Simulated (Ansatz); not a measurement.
Born–Oppenheimer molecular dynamics of FH$_{3}$O$_{2}$Si (7 atoms, charge 0, multiplicity 1). It starts at the highest image of a converged band. Of that band: Neighbouring images differ by up to 1.5 eV, so the band resolves the path poorly. A vibrational analysis at the climbing image gives one clearly imaginary mode, 1263i cm⁻¹: a first-order saddle point.

Computed with RKS PBE/def2-SVP (Ansatz).

```
ensemble                      : NVE (velocity Verlet)
time step                     : 0.5 fs
steps asked                   : 200
starting velocities drawn for : 100 K
seed                          : 8027
```

First frame:

```xyz
7
Properties=species:S:1:pos:R:3
Si -0.226 0.043 0.401
H 0.990 0.141 1.494
O 1.655 0.018 0.358
H 1.928 -0.927 0.290
F -0.569 1.213 -0.702
O -0.462 -1.446 -0.353
H -1.293 -1.903 -0.138
```

How far do the bonds stretch over the last three quarters of this one trajectory? (Pairs bonded in most of those frames.)


```tsv
bond	mean (Å)	spread (Å)	shortest	longest
Si1–H2	1.647	0.159	1.36	1.95
Si1–O3	1.688	0.093	1.55	1.82
Si1–F5	1.637	0.043	1.57	1.71
Si1–O6	1.667	0.037	1.59	1.75
O3–H4	0.977	0.011	0.95	1.00
O6–H7	0.979	0.020	0.94	1.03
```

Mean temperature of the second half: 2217 K. The conserved energy stayed within 0.56 meV per atom of its start (net change -0.038 meV per atom), so the integration is sound. The kinetic energy rose, since the run started high on the potential surface and went downhill. A run of 0.1 ps of so small a system gives no equilibrium averages. The orbitals stay closed-shell, which can raise the energy where a bond breaks towards radicals; this wasn't checked here.

Run time: 5.8 min on 1 thread of Arm Neoverse V1 (shared host), peak memory 0.12 GiB.
